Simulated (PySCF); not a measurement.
HIPb, neutral, multiplicity 1. Atoms are numbered in the order given.

```xyz
3

Pb     0.0233     1.1065     0.0000
H     -1.8312     1.2321     0.0000
I     -0.0015    -1.7352     0.0000
```

Geometry: B3LYP-D3(BJ)/def2-TZVP. The def2 effective core potentials stand for the cores of I, Pb; spin–orbit coupling is left out.

Level of theory: PBE/def2-TZVPD in PySCF.

Symmetry labels are those of the subgroup Cs that the program uses (full group Cs).

### Question
List the valence orbital energies around the gap with their symmetry. (The exact figures need the calculation; the answer reports its results.)

### Answer

```csv
orbital,symmetry,energy (eV)
HOMO−7,A',-21.61
HOMO−6,A',-21.50
HOMO−5,A',-16.76
HOMO−4,A',-12.94
HOMO−3,A',-7.28
HOMO−2,A',-6.66
HOMO−1,A",-6.46
HOMO,A',-5.77
LUMO,A",-3.80
LUMO+1,A',-2.04
LUMO+2,A',-0.76
LUMO+3,A',0.12
```
